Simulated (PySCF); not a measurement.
Si(H)(Vi)(OH)(OMe), SMILES C=C[SiH](O)OC, singlet (PBE0/def2-SVP optimised geometry):

```
14

Si    -0.072    -0.904     0.000
O     -0.475     0.712     0.000
C     -0.851    -1.768     1.451
C     -1.328    -1.096     2.505
O     -0.621    -1.709    -1.344
C     -0.160    -1.496    -2.650
H      1.418    -0.904     0.000
H     -1.418     0.904     0.032
H     -0.919    -2.863     1.450
H     -1.280    -0.002     2.555
H     -1.784    -1.599     3.366
H     -0.569    -2.281    -3.305
H      0.943    -1.538    -2.715
H     -0.485    -0.517    -3.046
```

Level of theory: PySCF with PBE0/def2-TZVP.

Task: What are the frontier orbital energies and the dipole moment?

Result: HOMO-2 -8.55 eV, HOMO-1 -8.22 eV, HOMO -8.12 eV, LUMO -0.63 eV, LUMO+1 0.88 eV; dipole moment 0.99 D.

On the same geometry PBE/def2-TZVP in PySCF gives HOMO-2 -7.06 eV, HOMO-1 -6.97 eV, HOMO -6.65 eV, LUMO -1.64 eV, LUMO+1 -0.03 eV; dipole moment 1.00 D.

Meta-Löwdin charges at PBE0/def2-TZVP: Si1 1.18, O2 -0.76, C3 -0.39, C4 -0.21, O5 -0.62, C6 -0.12, H7 -0.14, H8 0.35, H9 0.13, H10 0.12, H11 0.12, H12 0.12, H13 0.10, H14 0.11.
